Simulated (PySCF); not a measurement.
**Electron correlation in Ni (nickel, neutral)**

[Ar] 3d8 4s2, high-spin 3F determinant. All numbers are calculated (PySCF 2.14, the non-relativistic Hamiltonian (point nucleus), in aug-cc-pVDZ (7s6p4d2f, 59 functions)). Frozen: [Ar]; 10 electrons correlated.

```tsv
level	correlation energy (mhartree)
CCSD	-277.98
(T)	-8.73
CCSD(T)	-286.71
```

Diagnostics: T1 = 0.022, D1 = 0.0614, largest double amplitude 0.063.

Task: Is a single reference adequate?

Result: Yes: T1 lies below 0.03 and no double amplitude reaches 0.07.
